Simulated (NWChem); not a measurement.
Species: iminoborane (BNH2); SMILES B=N

Computed with NWChem. Pople sets run with spherical d functions. STO-3G and 3-21G are far too small for this property and stand as cheap habits. Structure relaxed at the PBE0-D3(BJ)/def2-TZVP level. Field at 589 nm.

Problem. Order these by “anisotropy (bohr³)”, lowest first: B3LYP/def2-SVP; B3LYP/6-31G*; B3LYP/aug-cc-pVDZ.

Solution. B3LYP/aug-cc-pVDZ (11.4), B3LYP/def2-SVP (14.8), B3LYP/6-31G* (16.0)
